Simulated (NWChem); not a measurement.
Atomisation of GeI2

```
Ge
I 1 2.5922
I 1 2.5922 2 103.91
```
Charge 0, spin multiplicity 1.

All runs are NWChem calculations. All single points use one geometry, from B3LYP/def2-SVP with def2 effective core potentials on I, a minimum by its harmonic frequencies.

Basis set: def2-TZVP. The atomisation energy is electronic alone: no zero-point, thermal, spin-orbit or counterpoise terms. No value is extrapolated to the basis-set limit. Free atoms are single determinants with multiplicities Ge 3, I 2.

Effective core potentials replace the inner electrons of I; spin-orbit coupling is left out. B3LYP has NWChem's definition, with VWN1-RPA local correlation. The structure started from a generated list of species. No SCF solution was tested for a lower state. Open-shell Hartree-Fock references start from PBE0 orbitals.

### Question
Order these methods by the atomisation energy they give, lowest first: HF, PBE0, B3LYP, BHandHLYP, PBE.

### Answer
HF (84.5 kcal/mol), BHandHLYP (129.6 kcal/mol), B3LYP (138.7 kcal/mol), PBE0 (143.6 kcal/mol), PBE (151.3 kcal/mol)
